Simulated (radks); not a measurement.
Valence configurations of Er II (all share [Xe]). All-electron calculation, scalar-relativistic Kohn-Sham, PBEsol, spin-unpolarised, spherical densities, point nucleus. Program: a radial shooting solver on a logarithmic mesh with Libxc functionals. Energies are relative to 4f12 6s1; eigenvalues in eV.

\begin{tabular}{lrrrrr}
valence & E (eV) & e(4f) & e(5d) & e(6p) & e(6s) \\ \hline
4f12 6s1 & 0.000 & -9.776 & - & - & -9.046 \\
4f12.5 6s0.5 & 0.304 & -6.284 & - & - & -8.192 \\
4f11.5 6s1.5 & 1.167 & -13.845 & - & - & -9.901 \\
4f11.5 5d0.5 6s1 & 2.132 & -12.829 & -7.428 & - & -9.462 \\
4f12 5d1 & 2.499 & -8.200 & -5.654 & - & - \\
4f12 6p1 & 3.607 & -11.201 & - & -6.206 & - \\
4f11 6s2 & 4.065 & -18.355 & - & - & -10.724 \\
4f11.5 5d0.5 6p1 & 5.925 & -14.228 & -8.467 & -6.411 & - \\
4f11 6s1 6p1 & 8.338 & -19.755 & - & -7.150 & -11.460 \\
4f10 5d2 6s1 & 16.259 & -23.180 & -9.538 & - & -10.392 \\
\end{tabular}

NIST lists [Xe] 4f12 6s1 as the ground configuration; this level of theory agrees among the configurations tried. The energies are those of spherical spin-averaged densities, not of single terms.
